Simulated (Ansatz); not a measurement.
Relaxation of CH5OSSi (9 atoms, charge 1, multiplicity 1), to a largest force component of 0.02 eV/Å in at most 50 steps.

Computed with UKS PBE0/def2-SVP in Ansatz.

```xyz
9
Properties=species:S:1:pos:R:3:forces:R:3
O -1.349 1.190 -0.047 -0.82 0.16 -0.10
Si 0.053 0.784 0.555 0.40 -1.96 -0.90
C 0.302 -1.062 0.447 0.21 0.98 -0.02
S 1.173 -0.621 -1.146 0.32 0.30 0.67
H -1.815 1.996 -0.281 0.04 0.28 0.00
H 1.052 1.705 1.025 0.40 0.49 0.35
H -0.544 -1.721 0.279 -0.47 -0.13 -0.01
H 1.021 -1.527 1.113 0.36 -0.15 0.32
H 0.108 -0.745 -1.944 -0.45 0.05 -0.30
```

Task: Where does it end, and by what steps?

Result: The run converged. Limits of this set-up: the dipole of an ion depends on the origin. After 8 steps the energy has fallen by 0.179 eV; H5 moved furthest, 0.16 Å.

| step | energy less start (eV) | largest force component (eV/Å) | accepted |
| --- | --- | --- | --- |
| 0 | 0.0000 | 1.965 | yes |
| 1 | -0.0950 | 0.874 | yes |
| 2 | -0.1421 | 0.353 | yes |
| 3 | -0.1586 | 0.295 | yes |
| 4 | -0.1496 | 0.528 | no |
| 5 | -0.1714 | 0.173 | yes |
| 6 | -0.1782 | 0.062 | yes |
| 7 | -0.1792 | 0.023 | yes |
| 8 | -0.1793 | 0.010 | yes |

```xyz
9
Properties=species:S:1:pos:R:3
O -1.415 1.181 -0.088
Si 0.037 0.713 0.428
C 0.311 -1.089 0.474
S 1.152 -0.579 -1.134
H -1.685 2.094 -0.255
H 0.970 1.667 1.047
H -0.515 -1.794 0.317
H 1.081 -1.488 1.148
H 0.064 -0.705 -1.937
```

Whether the end is a true minimum wasn't checked by a vibrational analysis.

Time of the run: 25 s on 2 threads of Arm Neoverse V2 (shared host), peak memory 0.24 GiB.
